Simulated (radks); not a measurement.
The numbers below are computed, except where a source is named.
Problem. These are the eigenvalues of the occupied orbitals of an atom or ion with whole-number occupations (hartree). Level of theory: scalar-relativistic Kohn-Sham, LDA (Slater exchange, Perdew-Wang correlation), spin-unpolarised, spherical densities, finite nucleus; Fermi nuclear charge, rms radius of each element as measured or else 0.836 A^(1/3) + 0.57 fm (a radial shooting solver on a logarithmic mesh with Libxc functionals).

orbital  eigenvalue
1s        -520.2120
2s        -69.15521
2p        -61.28902
3s        -10.39454
3p         -7.88937
3d         -3.72710
4s         -1.47146
4p         -0.91499
5s         -0.29637

Which element is it, and in what charge state? The configuration may be excited.

Solution. Z = 36, krypton, charge +1: Kr+ in [Ar] 3d10 4s1 4p5 5s1. The list shows which subshells hold electrons but not how many an open one holds; the 1s level, -520.21 hartree, gives Z - s = 32.3 by -(Z - s)^2/2, which with screening and relativity narrows Z to a few neighbours, and the depths of the outer levels then fix element, charge and occupations together.
